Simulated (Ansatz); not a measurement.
`CCBO[SiH3]` + `OCF` → `FCOBO[SiH3]` + `CC`  (ligand exchange at a B–C bond)

Computed with Ansatz on PBE0-D4/def2-TZVP structures; ΔE is electronic, products minus reactants. CCSD(T)/CBS adds triple-zeta CCSD(T) − MP2 to the extrapolated MP2 energy (def2 sets, frozen cores). This one scheme is used for every species. DFT in def2-TZVPP. B3LYP here is the variant with VWN-RPA as its local correlation; programs differ in this. HSE06 is defined as in plane-wave codes. Each species was taken in one conformer, which may not be the lowest.

```json
{"level": "LDA (SPW92)", "ΔE (kJ/mol)": "-133.1", "difference from CCSD(T)/CBS": "1.5"}
{"level": "PBE-D4", "ΔE (kJ/mol)": "-128.9", "difference from CCSD(T)/CBS": "5.7"}
{"level": "revPBE-D4", "ΔE (kJ/mol)": "-127.5", "difference from CCSD(T)/CBS": "7.1"}
{"level": "BLYP-D4", "ΔE (kJ/mol)": "-136.8", "difference from CCSD(T)/CBS": "-2.2"}
{"level": "r2SCAN-D4", "ΔE (kJ/mol)": "-137.4", "difference from CCSD(T)/CBS": "-2.8"}
{"level": "B97M-V", "ΔE (kJ/mol)": "-138.7", "difference from CCSD(T)/CBS": "-4.1"}
{"level": "PBE0-D4", "ΔE (kJ/mol)": "-131.1", "difference from CCSD(T)/CBS": "3.5"}
{"level": "r2SCANh-D4", "ΔE (kJ/mol)": "-137.4", "difference from CCSD(T)/CBS": "-2.8"}
{"level": "r2SCAN0-D4", "ΔE (kJ/mol)": "-137.6", "difference from CCSD(T)/CBS": "-3.0"}
{"level": "HSE06-D4", "ΔE (kJ/mol)": "-131.1", "difference from CCSD(T)/CBS": "3.5"}
{"level": "BHLYP-D4", "ΔE (kJ/mol)": "-142.5", "difference from CCSD(T)/CBS": "-7.9"}
{"level": "CAM-B3LYP-D4", "ΔE (kJ/mol)": "-140.7", "difference from CCSD(T)/CBS": "-6.1"}
{"level": "ωB97X-V", "ΔE (kJ/mol)": "-134.8", "difference from CCSD(T)/CBS": "-0.2"}
{"level": "ωB97M-V", "ΔE (kJ/mol)": "-135.3", "difference from CCSD(T)/CBS": "-0.7"}
{"level": "B2PLYP", "ΔE (kJ/mol)": "-139.4", "difference from CCSD(T)/CBS": "-4.8"}
{"level": "PBE-QIDH", "ΔE (kJ/mol)": "-135.0", "difference from CCSD(T)/CBS": "-0.4"}
{"level": "PBE", "ΔE (kJ/mol)": "-129.1", "difference from CCSD(T)/CBS": "5.5"}
{"level": "revPBE", "ΔE (kJ/mol)": "-127.3", "difference from CCSD(T)/CBS": "7.3"}
{"level": "BLYP", "ΔE (kJ/mol)": "-137.1", "difference from CCSD(T)/CBS": "-2.5"}
{"level": "r2SCAN", "ΔE (kJ/mol)": "-137.5", "difference from CCSD(T)/CBS": "-2.9"}
{"level": "B3LYP", "ΔE (kJ/mol)": "-138.8", "difference from CCSD(T)/CBS": "-4.2"}
{"level": "r2SCANh", "ΔE (kJ/mol)": "-137.5", "difference from CCSD(T)/CBS": "-2.9"}
{"level": "r2SCAN0", "ΔE (kJ/mol)": "-137.7", "difference from CCSD(T)/CBS": "-3.1"}
{"level": "HSE06", "ΔE (kJ/mol)": "-131.3", "difference from CCSD(T)/CBS": "3.3"}
{"level": "CAM-B3LYP", "ΔE (kJ/mol)": "-140.8", "difference from CCSD(T)/CBS": "-6.2"}
{"level": "LC-ωPBE", "ΔE (kJ/mol)": "-131.8", "difference from CCSD(T)/CBS": "2.8"}
{"level": "RPA@PBE/def2-TZVPP", "ΔE (kJ/mol)": "-135.5", "difference from CCSD(T)/CBS": "-0.9"}
{"level": "HF/def2-SVP", "ΔE (kJ/mol)": "-154.5", "difference from CCSD(T)/CBS": "-19.9"}
{"level": "MP2/def2-SVP", "ΔE (kJ/mol)": "-150.9", "difference from CCSD(T)/CBS": "-16.3"}
{"level": "CCSD(T)/def2-SVP", "ΔE (kJ/mol)": "-150.3", "difference from CCSD(T)/CBS": "-15.7"}
{"level": "HF/def2-TZVPP", "ΔE (kJ/mol)": "-147.6", "difference from CCSD(T)/CBS": "-13.0"}
{"level": "MP2/def2-TZVPP", "ΔE (kJ/mol)": "-137.1", "difference from CCSD(T)/CBS": "-2.5"}
{"level": "SCS-MP2/def2-TZVPP", "ΔE (kJ/mol)": "-138.7", "difference from CCSD(T)/CBS": "-4.1"}
{"level": "CCSD/def2-TZVPP", "ΔE (kJ/mol)": "-137.4", "difference from CCSD(T)/CBS": "-2.8"}
{"level": "CCSD(T)/def2-TZVPP", "ΔE (kJ/mol)": "-136.8", "difference from CCSD(T)/CBS": "-2.2"}
{"level": "HF/def2-QZVPP", "ΔE (kJ/mol)": "-147.9", "difference from CCSD(T)/CBS": "-13.3"}
{"level": "MP2/def2-QZVPP", "ΔE (kJ/mol)": "-136.0", "difference from CCSD(T)/CBS": "-1.4"}
{"level": "SCS-MP2/def2-QZVPP", "ΔE (kJ/mol)": "-137.6", "difference from CCSD(T)/CBS": "-3.0"}
{"level": "HF/CBS(def2)", "ΔE (kJ/mol)": "-148.0", "difference from CCSD(T)/CBS": "-13.4"}
{"level": "MP2/CBS(def2)", "ΔE (kJ/mol)": "-134.9", "difference from CCSD(T)/CBS": "-0.3"}
{"level": "CCSD(T)/CBS", "ΔE (kJ/mol)": "-134.6", "difference from CCSD(T)/CBS": "0"}
```

Largest T1 diagnostic among the species: 0.013.

At CCSD(T), def2-SVP lies −15.7 kJ/mol from the extrapolated value and def2-TZVPP −2.2 kJ/mol. In def2-TZVPP, CCSD(T) changes the Hartree–Fock value by +10.8 kJ/mol (the triples alone add +0.6 kJ/mol) and MP2 by +10.5 kJ/mol.
